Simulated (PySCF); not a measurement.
The vertical singlet excitations below were computed for one of the candidates. The calculation used TDDFT CAM-B3LYP/def2-SVPD, vertical, gas phase, core orbitals frozen in the response (PySCF). Geometries: PBE0-D3(BJ)/def2-SVP, one conformer each.

| state | E (eV) | f |
| --- | --- | --- |
| S1 | 7.06 | 0.039 |
| S2 | 7.33 | 0.015 |
| S3 | 7.42 | 0.016 |
| S4 | 7.51 | 0.047 |
| S5 | 7.77 | 0.200 |
| S6 | 7.90 | 0.072 |
| S7 | 8.00 | 0.087 |
| S8 | 8.10 | 0.0012 |
| S9 | 8.14 | 0.242 |
| S10 | 8.21 | 0.023 |

**Question.** Which structure fits? All have the formula C4H12Si2.
A. `CC[SiH2]/C=C\[SiH3]`
B. `[SiH2]1[SiH2]CC(C)C1`
C. `[SiH3][SiH2]C1CCC1`

**Answer.** C. Its S1, at 7.06 eV, is the highest among the candidates; the nearest of the others has S1 at 6.57 eV. S1 is HOMO→LUMO (69%), HOMO→LUMO+2 (16%). Löwdin shares by element: HOMO silicon 44%, carbon 27% or more (atoms not listed hold the other 29%); LUMO silicon 38%, hydrogen 6% or more, carbon 6% or more (atoms not listed hold the other 50%). At the same level the other candidates give, for their lowest levels:
- `CC1C[SiH2][SiH2]C1`: 6.57 eV (f 0.065); 6.66 eV (f 0.017); 7.36 eV (f 0.012); 7.37 eV (f 0.267); 7.83 eV (f 0.074); T1 5.90 eV; HOMO -8.72, LUMO 0.95 eV
- `CC[SiH2]/C=C\[SiH3]`: 5.79 eV (f 0.006); 6.41 eV (f 0.384); 7.26 eV (f 0.005); 7.43 eV (f 0.054); 7.57 eV (f 0.025); T1 3.94 eV; HOMO -9.04, LUMO 0.15 eV

Conformer computed: `[SiH3:1][SiH2:2][CH:3]1[CH2:4][CH2:5][CH2:6]1`: Si1–Si2–C3–C4 -67°.
Triplets come from the Tamm–Dancoff approximation.
